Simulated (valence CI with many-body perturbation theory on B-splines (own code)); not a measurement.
# Sb45+: calculated level list

Method: relativistic CI+MBPT: four valence electrons over a frozen Dirac-Fock core [He], a basis of 11 s, 11 p, 9 d, 7 f, 5 g, 2 h, 1 i functions for each j, with the one-electron correlation potential Σ1, the two-electron term Σ2, the three-electron term Σ3, Breit, model QED; selected CI, second order for the rest (own B-spline code, finite nucleus).

No measured spectrum was set against this ion. As an estimate, large intervals hold to a few tenths of a per cent, small ones and those within an open d or f shell to about a per cent. Among the levels kept, up to 280 cm⁻¹ of a level comes from second order outside the variational space, and about a tenth of that is noise between levels of different J, which matters for small intervals.

Levels 1 to 45 of 111, with energies above the lowest level, (2s^2 2p1/2^2) J=0. "Leading %" is the weight of the configuration and term that name the level; weights of strongly mixed levels are sums over their largest components and can fall short. In the jj column 3d3/2^4 stands for four electrons in 3d with j = 3/2.

```csv
No.,Configuration,Term,J,E (eV),Leading %,g,Leading jj,Second component
1,2s2 2p2,3P,0,0.0,71,,2s^2 2p1/2^2 (99 %),28 % 2s2 2p2 1S
2,2s2 2p2,3P,1,255.8,100,1.486,2s^2 2p1/2 2p3/2 (100 %),
3,2s2 2p2,1D,2,270.8,62,1.173,2s^2 2p1/2 2p3/2 (100 %),38 % 2s2 2p2 3P
4,2s 2p3,3P°,2,426.4,43,1.595,2s 2p1/2^2 2p3/2 (97 %),37 % 2s 2p3 5S°
5,2s 2p3,3D°,1,483.8,38,1.067,2s 2p1/2^2 2p3/2 (98 %),24 % 2s 2p3 1P°
6,2s2 2p2,3P,2,538.0,61,1.294,2s^2 2p3/2^2 (99 %),38 % 2s2 2p2 1D
7,2s2 2p2,1S,0,575.5,70,,2s^2 2p3/2^2 (98 %),28 % 2s2 2p2 3P
8,2s 2p3,3D°,2,669.0,49,1.533,2s 2p1/2 2p3/2^2 (97 %),45 % 2s 2p3 5S°
9,2s 2p3,3D°,3,701.8,100,1.316,2s 2p1/2 2p3/2^2 (100 %),
10,2s 2p3,3P°,0,735.9,100,,2s 2p1/2 2p3/2^2 (100 %),
11,2s 2p3,3S°,1,749.4,41,1.289,2s 2p1/2 2p3/2^2 (98 %),39 % 2s 2p3 3D°
12,2s 2p3,1D°,2,759.6,71,1.080,2s 2p1/2 2p3/2^2 (97 %),21 % 2s 2p3 3D°
13,2s 2p3,3P°,1,763.4,50,1.370,2s 2p1/2 2p3/2^2 (98 %),31 % 2s 2p3 1P°
14,2p4,3P,2,944.7,70,1.339,2p1/2^2 2p3/2^2 (99 %),29 % 2p4 1D
15,2p4,1S,0,985.7,59,,2p1/2^2 2p3/2^2 (98 %),40 % 2p4 3P
16,2s 2p3,3P°,2,993.3,52,1.394,2s 2p3/2^3 (97 %),20 % 2s 2p3 1D°
17,2s 2p3,1P°,1,1046.4,42,1.210,2s 2p3/2^3 (98 %),26 % 2s 2p3 3S°
18,2p4,3P,1,1209.2,100,1.486,2p1/2 2p3/2^3 (100 %),
19,2p4,1D,2,1225.0,71,1.128,2p1/2 2p3/2^3 (100 %),29 % 2p4 3P
20,2p4,3P,0,1510.4,60,,2p3/2^4 (99 %),40 % 2p4 1S
21,2s2 2p 3s,3P°,0,4427.8,99,,2s^2 2p1/2 3s (99 %),
22,2s2 2p 3s,3P°,1,4430.4,67,1.325,2s^2 2p1/2 3s (99 %),32 % 2s2 2p 3s 1P°
23,2s2 2p 3p,3D,1,4480.1,73,0.655,2s^2 2p1/2 3p1/2 (99 %),23 % 2s2 2p 3p 1P
24,2s2 2p 3p,3P,0,4507.3,69,,2s^2 2p1/2 3p1/2 (98 %),29 % 2s2 2p 3p 1S
25,2s2 2p 3p,3P,1,4561.6,33,1.638,2s^2 2p1/2 3p3/2 (71 %),21 % 2s2 2p 3p 3S
26,2s2 2p 3p,3D,2,4570.8,55,1.161,2s^2 2p1/2 3p3/2 (99 %),28 % 2s2 2p 3p 1D
27,2s 2p2 3s,5P,1,4590.0,39,1.964,2s 2p1/2^2 3s (68 %),19 % 2s 2p2 3s 3S
28,2s 2p2 3s,3P,0,4604.4,72,,2s 2p1/2^2 3s (96 %),27 % 2s 2p2 3s 1S
29,2s2 2p 3d,3F°,2,4614.2,74,0.754,2s^2 2p1/2 3d3/2 (99 %),20 % 2s2 2p 3d 1D°
30,2s2 2p 3d,3D°,1,4627.7,35,1.006,2s^2 2p1/2 3d3/2 (68 %),21 % 2s2 2p 3d 1P°
31,2s 2p2 3p,5D°,0,4637.5,52,,2s 2p1/2^2 3p1/2 (96 %),43 % 2s 2p2 3p 3P°
32,2s 2p2 3p,5D°,1,4643.0,20,1.269,2s 2p1/2^2 3p1/2 (65 %),17 % 2s2 2p 3d 3D°
33,2s2 2p 3d,3P°,2,4645.7,46,1.281,2s^2 2p1/2 3d5/2 (98 %),34 % 2s2 2p 3d 3D°
34,2s2 2p 3d,3F°,3,4648.5,49,1.106,2s^2 2p1/2 3d5/2 (99 %),28 % 2s2 2p 3d 1F°
35,2s2 2p 3s,3P°,2,4705.7,96,1.485,2s^2 2p3/2 3s (96 %),
36,2s2 2p 3s,1P°,1,4711.3,66,1.143,2s^2 2p3/2 3s (97 %),31 % 2s2 2p 3s 3P°
37,2s 2p2 3p,3P°,2,4724.7,30,1.549,2s 2p1/2^2 3p3/2 (94 %),24 % 2s 2p2 3p 5P°
38,2s 2p2 3p,3D°,1,4729.1,36,1.091,2s 2p1/2^2 3p3/2 (96 %),19 % 2s 2p2 3p 1P°
39,2s 2p2 3d,5F,1,4767.1,37,0.602,2s 2p1/2^2 3d3/2 (80 %),22 % 2s 2p2 3d 3D
40,2s2 2p 3p,3P,1,4768.2,41,1.270,2s^2 2p3/2 3p1/2 (79 %),20 % 2s2 2p 3p 3S
41,2s2 2p 3p,3D,2,4769.8,27,1.173,2s^2 2p3/2 3p1/2 (63 %),22 % 2s2 2p 3p 1D
42,2s 2p2 3d,5F,2,4772.2,16,1.181,2s 2p1/2^2 3d3/2 (59 %),15 % 2s2 2p 3p 3D
43,2s 2p2 3d,3D,3,4796.9,31,1.368,2s 2p1/2^2 3d5/2 (96 %),22 % 2s 2p2 3d 5D
44,2s 2p2 3d,3F,2,4811.1,30,1.084,2s 2p1/2^2 3d5/2 (78 %),20 % 2s 2p2 3d 1D
45,2s 2p2 3s,5P,2,4813.5,75,1.658,2s 2p1/2 2p3/2 3s (85 %),4 % 2s 2p2 3s 3P
```

Where two levels of one J and parity lie close, their mixing, g and order are uncertain.

The ionisation energy to 2s2 2p 2P°_1/2 of the next ion comes out as 7888 eV (NIST: 7887 ± 4 eV (theoretical)). All 111 levels together are meant to be complete up to 5102.2 eV.
